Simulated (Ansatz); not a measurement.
```yaml
crystal:
  periodic: [false, false, false]
  atoms:
    - {symbol: N, position_ang: [-1.714001, -0.870565, 1.199547]}
    - {symbol: C, position_ang: [-0.959389, -0.552701, 0.285437]}
    - {symbol: S, position_ang: [1.683908, -1.508061, -0.168048]}
    - {symbol: B, position_ang: [0.216260, -0.482574, -0.639063]}
    - {symbol: In, position_ang: [0.374363, 1.841241, -0.198460]}
    - {symbol: H, position_ang: [-2.430829, -0.192709, 1.647805]}
    - {symbol: H, position_ang: [1.736181, -2.523193, -0.477326]}
    - {symbol: H, position_ang: [-0.133291, -0.511726, -1.846767]}
    - {symbol: H, position_ang: [-0.822875, 2.574309, 0.532602]}
    - {symbol: H, position_ang: [1.877948, 2.430572, -0.669084]}
basis:
  gaussian: {orbitals: def2-TZVPD, fitting: {mean_field: cc-pVTZ-jkfit}}
hamiltonian: {xc: {name: RPBE}}
```

```sh
$ ansatz run in.yaml --threads 4 --pin off --events-out ev --progress --plain --max-ram 10444MiB
```

Q: How does Ansatz answer? (Estimate.)

A: Computed: The program refused the input.
```
Functional definition: RPBE
Error: <dir> the basis set cc-pVTZ-JKFIT has no functions for In
```
